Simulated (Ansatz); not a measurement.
Basis-set series for CH$_{3}$BO$_{2}$Zn (`O[B]1O[CH2][Zn]1`). Charge 0, multiplicity 1. The geometry is a stationary point of PBE0-D4/def2-TZVP. It is one conformer, not always the lowest.

```json
{"functional": "PBE0-D4", "basis": "def2-SVP", "functions": "102", "energy (Eh)": "-1993.70826", "HOMO (eV)": "-5.74", "LUMO (eV)": "-1.57"}
{"functional": "PBE0-D4", "basis": "def2-QZVPP", "functions": "418", "energy (Eh)": "-1994.27127", "HOMO (eV)": "-6.00", "LUMO (eV)": "-1.92"}
{"functional": "ωB97M-V", "basis": "def2-SVP", "functions": "102", "energy (Eh)": "-1994.02234", "HOMO (eV)": "-7.83", "LUMO (eV)": "0.13"}
{"functional": "ωB97M-V", "basis": "def2-QZVPP", "functions": "418", "energy (Eh)": "-1994.58916", "HOMO (eV)": "-8.12", "LUMO (eV)": "-0.40"}
```

Question: Give the rows for def2-TZVPP. (Estimate.)

Answer: Computed: 
```json
{"functional": "PBE0-D4", "basis": "def2-TZVPP", "functions": "230", "energy (Eh)": "-1994.21634", "HOMO (eV)": "-5.98", "LUMO (eV)": "-1.89"}
{"functional": "ωB97M-V", "basis": "def2-TZVPP", "functions": "230", "energy (Eh)": "-1994.53593", "HOMO (eV)": "-8.09", "LUMO (eV)": "-0.29"}
```

Scalar relativity is left out up to krypton.
